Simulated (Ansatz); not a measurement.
A run for Ansatz (an electronic-structure program): R-PBE0/def2-TZVPPD on CH7ClSi (a complex), monomers drawn apart or pushed together. Files ending in .json are basis or fitting sets from the Basis Set Exchange.

Ansatz 0.2 input:
```yaml
crystal:
  periodic: [false, false, false]
  atoms:
    - {symbol: C, position_ang: [0.00177899, -0.09046503, 0.20816642]}
    - {symbol: H, position_ang: [0.38483717, -0.03687533, -0.80989607]}
    - {symbol: H, position_ang: [-0.33411219, -1.10567794, 0.41539288]}
    - {symbol: H, position_ang: [0.79038180, 0.18139651, 0.90802214]}
    - {symbol: H, position_ang: [-0.83479929, 0.59879233, 0.31607937]}
    - {symbol: Si, position_ang: [-0.80082965, 0.23494810, 6.93255336]}
    - {symbol: Cl, position_ang: [1.21650631, 0.66902551, 7.05634993]}
    - {symbol: H, position_ang: [-1.46103829, 1.29384275, 6.14624062]}
    - {symbol: H, position_ang: [-1.34786322, 0.19362126, 8.30290399]}
    - {symbol: H, position_ang: [-0.95945608, -1.07549497, 6.27474984]}
basis:
  gaussian:
    orbitals: def2-TZVPPD.json
hamiltonian:
  xc: {name: PBE0}
scf: {lower_state_search: off}
```

The log:

```
Functional definition: PBE0
[...]
these checks for a lower state are left out or cut short: stability, starts, cluster_reference, orbital_swaps, neighbouring_geometries, increment
integrals: 0.15 GiB planned
1243 factors; their error is unknown
mean field: 1.25 GiB planned
mean field evaluation 1: about -21539.8828 eV, gradient 4.7e1 eV
mean field evaluation 2: about -21539.4145 eV, gradient 4.6e1 eV
mean field evaluation 4: about -21544.7195 eV, gradient 5.1e-1 eV
mean field evaluation 8: about -21544.7605 eV, gradient 4.3e-1 eV
mean field evaluation 16: about -21544.7607 eV, gradient 5.8e-6 eV
mean field -21544.76074089 eV, -791.7553536645 hartree, gradient 5.8e-6 eV, S^2 0.000000; 0 other end points of the search recorded, 0 dependent functions left out
reference -21544.76079389 eV, -791.7553556120 hartree; 22, 22 occupied and 233, 233 virtual orbitals, 1243 factors
Total energy: -21544.76079389 eV, -791.7553556120 hartree
Checks for a lower state left out: stability, starts, cluster_reference, orbital_swaps, neighbouring_geometries, increment
```

The run converged.

Cost: roughly 4 core-seconds.
